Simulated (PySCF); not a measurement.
The vertical singlet excitations below were computed for one of the candidates. Computed with PySCF 2.14.0, density-fitted response routines, TDDFT CAM-B3LYP/def2-SVPD, vertical, gas phase, core orbitals frozen in the response. Geometries: PBE0-D3(BJ)/def2-SVP, one conformer each. Relativistic effects are left out although some hold elements past zinc.

| state | E (eV) | f | main configurations (H = HOMO, L = LUMO) |
| --- | --- | --- | --- |
| S1 | 5.81 | 0.0006 | H→L (71%) |
| S2 | 6.18 | 0.0055 | H-1→L (31%), H→L+2 (22%), H-2→L (18%) |
| S3 | 6.33 | 0.0010 | H-1→L+2 (34%), H-2→L+2 (23%), H-1→L+3 (17%) |
| S4 | 6.61 | 0.0019 | H-2→L (50%), H-1→L (34%), H→L (9%) |
| S5 | 7.18 | 0.0009 | H→L+1 (84%) |
| S6 | 7.31 | 0.010 | H-1→L+1 (55%), H-2→L+1 (34%) |
| S7 | 7.51 | 0.099 | H-3→L (71%) |
| S8 | 7.56 | 0.030 | H-2→L+1 (37%), H-1→L+1 (24%) |
| S9 | 7.77 | 0.015 | H-2→L+2 (32%), H-1→L+2 (26%), H-2→L+3 (12%) |
| S10 | 7.98 | 0.013 | H→L+3 (47%), H→L+2 (27%) |

Triplets computed (Tamm–Dancoff): 4.95, 5.34, 5.41, 6.04 eV.

Question: Which structure fits? All have the formula C4H8GeO.
A. `CC#[C][GeH2][O]C`
B. `[GeH3][O][C@H]1[C@@H]2C[C@@H]21`
C. `C=C/C=C\[O][GeH3]`

Answer: A. Its S1 lies at 5.81 eV; the nearest of the others has S1 at 5.27 eV. S1 is HOMO→LUMO (71%). Löwdin shares by element: HOMO carbon 64% or more, germanium 8%, oxygen 7% (atoms not listed hold the other 21%); LUMO carbon 31% or more, germanium 29%, oxygen 10% (atoms not listed hold the other 30%). At the same level the other candidates give, for their lowest levels:
- `[GeH3][O][C@H]1[C@@H]2C[C@@H]21`: 6.45 eV (f 0.003); 6.82 eV (f 0.017); 6.98 eV (f 0.009); 7.05 eV (f 0.034); 7.51 eV (f 0.059); T1 6.11 eV; HOMO -8.53, LUMO 0.80 eV
- `C=C/C=C\[O][GeH3]`: 5.27 eV (f 0.298); 5.36 eV (f 0.276); 5.71 eV (f 0.009); 6.21 eV (f 0.004); 6.55 eV (f 0.019); T1 3.01 eV; HOMO -7.25, LUMO 0.52 eV

The values belong to the conformer `[CH3:1][C:2]#[C:3][GeH2:4][O:5][CH3:6]`: C3–Ge4–O5–C6 -54°.

Without π bonds the low states are Rydberg-like; a valence basis with one diffuse set may place them up to an eV too high.
